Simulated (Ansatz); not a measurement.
Species: HI, charge 1, multiplicity 2. 
Structure (B3LYP-D3(BJ)/def2-TZVP (Ansatz, an electronic-structure program) minimum search):
```xyz
2

I      0.0000     0.0000    -0.0303
H      0.0000     0.0000     1.6079
```
Charge +1, spin multiplicity 2.

Basis-set convergence of Hartree-Fock and CCSD(T) correlation energies (hartree) with Ansatz. Correlated levels leave the core frozen unless marked. UHF or UKS for open shells. No spin-orbit coupling. The frozen core is the preceding noble-gas configuration, with the filled d and f shells of earlier blocks. Past Kr the def2 sets carry scalar-relativistic core potentials.

```tsv
basis	functions	E(HF)	E(corr, CCSD(T))
def2-SVP	31	-296.87597	-0.10556
def2-TZVPP	64	-296.88932	-0.14493
def2-QZVPP	112	-296.89110	-0.15985
```

Extrapolating the two largest sets (X = 3 and 4) as X^-3: E(corr) = (64·(-0.15985) - 27·(-0.14493))/37 = -0.1707 Eh, an estimate of the basis-set limit. The largest set recovers 93.6 % of it, the smallest 61.8 %.
